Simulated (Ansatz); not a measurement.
Stepwise reaction of `CC[Si]CC` with ammonia, as a gas-phase model of exchange steps in deposition or etching. ΔE in kJ/mol; ΔG adds harmonic PBE0-D4 terms to CCSD(T)/CBS, at 1 bar.

Program: Ansatz. Geometries: PBE0-D4/def2-TZVP. ΔE: electronic, gas phase. CBS: MP2 limit from def2 TZ/QZ plus the TZ coupled-cluster correction, frozen cores. This one scheme is used for every species. Functionals use def2-TZVPP. B3LYP here is the variant with VWN-RPA as its local correlation; programs differ in this. Each species was taken in one conformer, which may not be the lowest.

```csv
step,reaction,PBE-D4,B3LYP-D4,ωB97M-V,CCSD(T)/CBS,ΔG(600 K)
2,`CC[Si]N` + NH₃ → `N[Si]N` + `CC`,-100.0,-108.7,-107.8,-104.5,-100.0
```

Give the row of step 1, `CC[Si]CC` + NH₃ → `CC[Si]N` + `CC`. (An estimate is asked.)

The calculation gave: 
```json
{"step": "1", "reaction": "`CC[Si]CC` + NH₃ → `CC[Si]N` + `CC`", "PBE-D4": "-134.0", "B3LYP-D4": "-139.5", "ωB97M-V": "-137.3", "CCSD(T)/CBS": "-133.5", "ΔG(600 K)": "-122.6"}
```

By hand: ΔE of the 2 steps together at CCSD(T)/CBS.

(-133.5) + (-104.5) = -238.0 kJ/mol, or -119.0 kJ/mol a step.

In ΔE each step is higher than the one before. All are downhill at CCSD(T)/CBS. ΔG lies between -122.6 and -100.0 kJ/mol a step. PBE-D4 differs from CCSD(T)/CBS by -0.5 to 4.5 kJ/mol a step. Isolated molecules leave out the surface, adducts and barriers. Largest T1 diagnostic: 0.013.
